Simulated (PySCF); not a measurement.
Technetium: a sound run and one with changed settings

Sound run: Tc [Kr] 4d5 5s2, Tc⁺ [Kr] 4d5 5s1. All numbers are calculated (PySCF 2.14, the spin-free X2C one-electron Hamiltonian (Gaussian nucleus), in x2c-TZVPall (8s6p6d1f, 63 functions)). The sound run starts from symmetry-adapted Hartree-Fock orbitals and uses a fine grid where one is needed.

Changed run: radial step 0.3 in ln r (0.13 in the sound run). This setting is unsound on purpose.

```
species  method  sound run (hartree)  changed run (hartree)  converged
     Tc     UHF          -4283.04649            -4283.04649        yes
     Tc    PBE0          -4284.95085            -4284.95702        yes
     Tc    TPSS          -4285.09744            -4285.10302        yes
    Tc⁺     UHF          -4282.84294            -4282.84294        yes
    Tc⁺    PBE0          -4284.70392            -4284.70993        yes
    Tc⁺    TPSS          -4284.84960            -4284.85490        yes
```

Ionisation energy of Tc:

```
method  sound run (eV)  changed run (eV)
   UHF           5.539             5.539
  PBE0           6.719             6.724
  TPSS           6.744             6.751
```

A coarse radial grid mis-integrates the density and the exchange-correlation energy, with errors of either sign; Hartree-Fock needs no grid.

For comparison, NIST gives 7.119 eV between the lowest levels.
